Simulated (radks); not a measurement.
Charge is removed step by step from the 4p3/2 level of Mo, starting from [Ar] 3d10 4s2 4p(1/2: 2, 3/2: 4) 4d5 5s1. Calculated with a radial shooting solver on a logarithmic mesh with Libxc functionals: Dirac Kohn-Sham, LDA (Slater exchange, Perdew-Wang correlation), spin-unpolarised, spherical densities, point nucleus; open shells fill j = l - 1/2 first.

[
 {"removed (e)": "0", "E - E(0) (eV)": "0.000", "eigenvalue (eV)": "-37.670", "E minus straight line (eV)": "0.000"},
 {"removed (e)": "0.25", "E - E(0) (eV)": "9.737", "eigenvalue (eV)": "-40.261", "E minus straight line (eV)": "-1.056"},
 {"removed (e)": "0.5", "E - E(0) (eV)": "20.147", "eigenvalue (eV)": "-43.055", "E minus straight line (eV)": "-1.437"},
 {"removed (e)": "0.75", "E - E(0) (eV)": "31.278", "eigenvalue (eV)": "-46.019", "E minus straight line (eV)": "-1.099"},
 {"removed (e)": "1", "E - E(0) (eV)": "43.169", "eigenvalue (eV)": "-49.131", "E minus straight line (eV)": "0.000"}
]

Removing the whole electron costs 43.169 eV by Delta-SCF, against 37.670 eV from minus the eigenvalue at the starting occupation. Slater's transition state (half an electron removed) gives 43.055 eV. Integrating minus the eigenvalue over the occupation (Janak's theorem) gives 43.169 eV. The mean slope of the eigenvalue, de/dn, is 11.5 eV per electron.
